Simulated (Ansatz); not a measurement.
Reaction (cleavage of the B–Zn bond): `[F][Zn][BH][SiH3]` + `C[SiH2]O` → `C[SiH2]OB[SiH3]` + `[F][ZnH]`

Calculated with Ansatz (gas phase, PBE0-D4/def2-TZVP geometries, no zero-point term in ΔE). CBS: MP2 limit from def2 TZ/QZ plus the TZ coupled-cluster correction, frozen cores. This one scheme is used for every species. DFT in def2-TZVPP. For Zn outer-core shells are correlated without core-valence functions, which leaves a few kJ/mol of doubt a bond. Scalar relativity is left out up to krypton. One conformer a species, not always the lowest.

```tsv
species	r2SCAN0-D4 energy (Eh)
`[F][Zn][BH][SiH3]`	-2195.87409
`C[SiH2]O`	-406.43794
`C[SiH2]OB[SiH3]`	-722.56974
`[F][ZnH]`	-1879.79650
```

**Question.** Work out ΔE.

**Answer.** ΔE = (-722.56974) + (-1879.79650) − (-2195.87409) − (-406.43794) = -0.05421 Eh = -142.3 kJ/mol. CCSD(T)/CBS gives -137.7 kJ/mol.

**Question.** What do rigid-rotor, harmonic-oscillator terms from PBE0-D4/def2-TZVP frequencies (298.15 K, 1 bar) make of the CCSD(T)/CBS value? (An estimate is asked.)

**Answer.** The calculation gave: ΔZPE = -3.9 kJ/mol, ΔH = -142.3 kJ/mol, ΔS = -22 J/(mol·K), ΔG = -135.8 kJ/mol. Modes under 50 cm⁻¹ make the entropy rough.

Largest T1 diagnostic among the species: 0.018.

At CCSD(T), def2-SVP lies −21.3 kJ/mol from the extrapolated value and def2-TZVPP −5.8 kJ/mol. Leaving LDA and LC-ωPBE aside and taking each functional with its dispersion term where it has one, the values, not all of them listed here, spread over 17.2 kJ/mol, from CAM-B3LYP-D4 to PBE-D4. LDA lies −13.1 kJ/mol from PBE without D4. The D4 term adds −5.2 kJ/mol with B3LYP and −3.2 kJ/mol with PBE0; it sums over pairs of atoms, weighted by their polarisabilities, and B3LYP, whose exchange is more repulsive, gets the larger term.

B3LYP here is the variant with VWN-RPA as its local correlation; programs differ in this.
